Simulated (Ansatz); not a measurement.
A nudged elastic band was laid between two geometries of ClH₃SSi₂ (7 atoms, charge 0, multiplicity 1).

These are results of RKS BHLYP/def2-SVP (Ansatz), not measurements.

- movable images: 5
- climbing image: yes
- spring: 5.0 eV/Å²
- optimiser: quadratic models (default)
- start path: IDPP
- force threshold: 0.05 eV/Å
- iteration limit: 60
- end points: relaxed

Image 0:

```xyz
7
Properties=species:S:1:pos:R:3
Si -0.636 1.632 -0.393
Si -0.039 -0.474 0.016
S 1.572 -1.038 1.281
Cl -0.204 -1.899 -1.467
H -2.039 1.539 -0.887
H -0.680 2.263 0.957
H 2.027 -2.023 0.491
```

Image 6:

```xyz
7
Properties=species:S:1:pos:R:3
Si -0.488 1.445 -0.554
Si -0.017 -0.720 -0.238
S 1.620 -1.504 0.855
Cl -0.368 -2.118 -1.703
H -1.925 1.423 -0.952
H -0.448 1.971 0.845
H 1.625 -0.498 1.746
```

(1) What changes between the two ends?

(2) What energy profile does the band end with?

(3) What is the geometry of the highest image?

(4) What are the harmonic wavenumbers there?

The band took 6 iterations and of the order of 2.1 core-minutes.

Answers

(1) No bond is made or broken. The dihedral Cl4–Si2–S3–H7 goes from 10 to -178°.

(2) The forces met the threshold. The highest image is number 3 of 0 to 6, 0.151 eV above the first end and 0.179 eV above the last; the last end lies 0.029 eV below the first. A vibrational analysis at the climbing image gives one clearly imaginary mode, 223i cm⁻¹: a first-order saddle point.

```csv
image,path coordinate (Å),energy (eV),dihedral Cl4–Si2–S3–H7 (°)
0,0.00,0.000,10
1,0.62,0.030,38
2,1.24,0.096,68
3,1.87,0.151,107
4,2.34,0.097,137
5,2.80,0.003,165
6,3.27,-0.029,-178
```

(3) 
```xyz
7
Properties=species:S:1:pos:R:3:forces:R:3
Si -0.390 1.356 -0.468 0.00 0.01 -0.01
Si -0.311 -0.747 0.102 0.00 -0.02 0.02
S 1.245 -1.512 1.360 0.02 0.02 -0.02
Cl -0.962 -2.204 -1.204 0.00 0.00 -0.01
H -1.597 1.710 -1.250 0.00 0.00 0.00
H -0.216 2.234 0.712 0.00 0.00 0.00
H 2.231 -0.837 0.749 -0.02 -0.01 0.01
```

(4) 223i, 117, 160, 176, 322, 333, 414, 522, 599, 641, 717, 949, 2284, 2308, 2772 cm⁻¹.

The run took 2.1 min on 1 thread of Arm Neoverse V1, with other jobs on the host, peak memory 0.18 GiB.
